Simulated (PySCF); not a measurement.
**Where the electron goes**

Compound: C2H5F2NSi.
Geometry (GFN2-xTB, Å), atoms numbered from 1 in this order:
```xyz
11
C2H5F2NSi angstrom
N      2.3868    0.9383    0.3728
C      1.3580    0.2707    0.6465
Si     0.1012   -0.5325   -0.5471
C     -1.6530   -0.0915    0.1483
F     -1.9090    1.2384   -0.0017
F     -2.6147   -0.7430   -0.5646
H      2.5644    1.0914   -0.6195
H      1.1946    0.1265    1.7166
H      0.1972    0.0252   -1.8938
H      0.2088   -1.9892   -0.4904
H     -1.8289   -0.3318    1.2069
```

Computed, not measured: TDDFT CAM-B3LYP/def2-SVPD, vertical, gas phase, core orbitals frozen in the response in PySCF.

Frontier orbitals with the atoms that hold most of them (Löwdin shares over 4%, at most four atoms; ? is withheld):

```
orbital  ε (eV)                              atoms
 LUMO+2    1.15  Si3 37%, C4 12%, H10 11%, H11 10%
 LUMO+1    0.86    Si3 32%, C2 13%, H9 12%, H7 10%
   LUMO   -0.17     N1 34%, C2 32%, Si3 14%, H8 5%
   HOMO   -8.87                                  ?
 HOMO-1  -10.45                                  ?
 HOMO-2  -11.40     N1 36%, C2 28%, Si3 11%, H9 6%
 HOMO-3  -12.30   Si3 32%, H9 21%, H10 16%, C2 12%
```

Q: Give the leading atoms of the HOMO.

A: N1 (bonded to C and H) 51%; C2 (bonded to N, Si and H) 19%; Si3 (bonded to 2 C and 2 H) 10%; H7 (bonded to N) 7%.

Q: Which atoms hold the HOMO-1, and with what shares?

A: C4 (bonded to 2 F, Si and H) 24%; F5 (bonded to C) 17%; Si3 (bonded to 2 C and 2 H) 17%; F6 (bonded to C) 15%. By element: fluorine 32%, carbon 24% or more, silicon 17%.

Q: How does S1 compare with the orbital gap of 8.70 eV?

A: S1 is at 4.23 eV (f = 0.0001), 4.48 eV below the gap, made of HOMO→LUMO (95%). 

Q: Give energy, strength and leading configuration of S1, S2 and S4, and follow the Löwdin shares of the leading atoms from the occupied to the empty orbital.

A: 
- S1 (4.23 eV, f 0.0001), HOMO→LUMO (95%): N1 51% → 34%, C2 19% → 32%
- S2 (6.48 eV, f 0.0069), HOMO→LUMO+1 (90%): N1 51% → at most 10%, C2 19% → 13%, Si3 10% → 32%
- S4 (7.27 eV, f 0.060), HOMO-1→LUMO (84%): C4 24% → at most 5%, F5 17% → at most 5%, N1 at most 16% → 34%, C2 at most 16% → 32%

Löwdin shares depend on the basis, the more so with diffuse functions.

One conformer stands for the species.
